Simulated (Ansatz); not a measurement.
Pulling on the Be1–H2 bond in BeClH (SMILES [BeH][Cl]) (multiplicity 1 held, fragments rigid). Energies count from the point at 1.323 Å.
Geometry at that point (charge 0, multiplicity 1):
```xyz
3

Be     0.00000     0.00000    -1.33527
H      0.00000     0.00000    -2.65794
Cl     0.00000     0.00000     0.47053
```

Active spaces are followed from a long bond inwards. Levels need not reach the same state.

Frozen-core correlation.

Programs: Ansatz (Gaussian orbitals). 

Problem. What is the computed energy at R = 4.233 Å (SC-NEVPT2 on CASSCF(2,2)/aug-cc-pV(D+d)Z)?

Solution. 3.79 eV

Problem. What energy at R = 4.233 Å does FIC-MRCISD+Q on CASSCF(2,2)/aug-cc-pV(D+d)Z give?

Solution. 3.99 eV

Ansatz is a quantum-chemistry and plane-wave program.
